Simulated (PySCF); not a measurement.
BO, charge +1, multiplicity 1.

```xyz
2

B      0.0000     0.0000    -0.7348
O      0.0000     0.0000     0.4593
```
Charge +1, spin multiplicity 1.

The structure is a stationary point at r2SCAN-D4/def2-TZVPD. The spin state was assumed, not searched.

These are PBE/pcSseg-2 (PySCF) values and carry that method's errors. Non-relativistic, no solvent.

Computed absolute GIAO shielding of each atom: isotropic value and principal components (ppm):
```csv
atom,σ(iso),σ11,σ22,σ33,span
B1,60.4,-13.7,-13.7,208.8,222.5
O2,435.7,406.6,450.2,450.2,43.6
```
